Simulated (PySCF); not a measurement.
# Spinor energies of Cl³⁺ (chlorine, charge +3)

Start: [Ne] 3s2 3p2; 3p1/2 filled at m_j = -1/2, +1/2. Calculated with PySCF 2.14 in an uncontracted even-tempered set (21 s from 0.092 bohr⁻², ratio 2.4; 14 p from 0.12 bohr⁻², ratio 2.4; 5 d from 1 bohr⁻², ratio 2.6; 5 f from 1.5 bohr⁻², ratio 2.6): generalised Hartree-Fock with the X2C-1e Hamiltonian and a Gaussian nucleus; one run each with spin-orbit coupling (SO) switched off, then screened by Boettger's factors.

```tsv
spinor shell	electrons	ε, spin-free (eV)	ε, screened SO (eV)	weight of nominal j (screened SO)	rms radius, screened SO (bohr)
1s1/2	2	-2910.6	-2910.5	1.000	0.105
2s1/2	2	-335.25	-335.23	1.000	0.477
2p1/2	2	-264.33	-266.17	0.852	0.448
2p3/2	4	-264.33	-263.40	0.926	0.451
3s1/2	2	-65.649	-65.641	1.000	1.50
3p1/2	2	-52.894	-52.921	0.525	1.63
```

```csv
quantity,spin-free,screened SO
E (hartree),-458.20473,-458.20820
M_J,0,0
⟨J²⟩,2.007,1.876
⟨L²⟩,2.005,2.004
⟨S²⟩,2.002,2.000
```

The determinant has a definite M_J but mixes levels of different J.

Each row is a mean over spinors that exchange with the open shell spreads, by up to 7.621 eV (3s1/2).

Rows whose weight is well below 1 are mixtures of j = l ± 1/2: exchange outweighs spin-orbit coupling there, and the label is only the starting occupation.

Without spin-orbit coupling the j labels of p, d and f shells carry no meaning; the spin-free column gives the mean over the occupied spinors of each nl shell.
